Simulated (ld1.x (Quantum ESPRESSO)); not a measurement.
# Tl, TM semilocal: configuration errors across variants

* Element: Tl (Z = 81)
* Generator: ld1.x (Quantum ESPRESSO) 7.5
* Type: norm-conserving Troullier–Martins (semilocal form)
* Functional: PBE
* Relativity: scalar-relativistic
* Frozen core: [Xe] 4f14 5d10
* Valence charge: 3
* Reference configuration: 6s2 6p1
* Partial waves: 6s (bound): rc 2.20 bohr; 6d channel at -0.15 Ry: rc 2.35 bohr; 6p (bound): rc 3.05 bohr
* Local potential: the p channel
* Core correction: none

All-electron excitation energies from the reference (eV): (1) 6s2 6p0 5.167; (2) 6s1 6p0 25.947; (3) 6s2 6p0.5 1.853; (4) 6s1 6p1 13.444; (5) 6s1 6p2 7.403; (6) 6s2 6p1.3 -0.494; (7) 6s0 6p3 15.210.

In the semilocal form every listed channel keeps its own potential, so the choice of the local channel does not act on these tests. It acts once the file is put into the separable form.

A semilocal file is local in each channel, so a ghost entry of none says nothing of the separable form that plane-wave codes build from it.

1 further variants failed, have other tests or too few solved ones, and are left out.

A true bound ghost makes a file unfit for plane-wave use even where its test errors are small: the radial tests pick states by their node count and pass the ghost by.

Errors AE − PS in meV (a dash: test not solved or not reliable):

| change | (1) | (2) | (3) | (4) | (5) | (6) | (7) | bound ghosts |
| --- | --- | --- | --- | --- | --- | --- | --- | --- |
| base | +47 | +103 | +8.7 | -5.9 | +36 | +2.2 | +191 | d |
| form changed from semilocal to separable (Kleinman–Bylander), still TM; local potential all-electron potential smoothed inside 1.75 bohr (lloc = -2) | +50 | +158 | +9.1 | +4.5 | +39 | +2.2 | +195 | d |
| wave 6d channel at -0.15 Ry: rc 2.35 bohr becomes 6d channel at -0.15 Ry: rc 1.60 bohr | +47 | +103 | +8.7 | -5.9 | +36 | +2.2 | +191 | d |
| local potential the s channel | +47 | +103 | +8.7 | -5.9 | +36 | +2.2 | +191 | d |

Problem. Give the same row for: core correction a·sin(br)/r model core inside 2.40 bohr.

Solution. -31, -382, -5.4, -120, -38, -0.4, -137; bound ghosts: d.
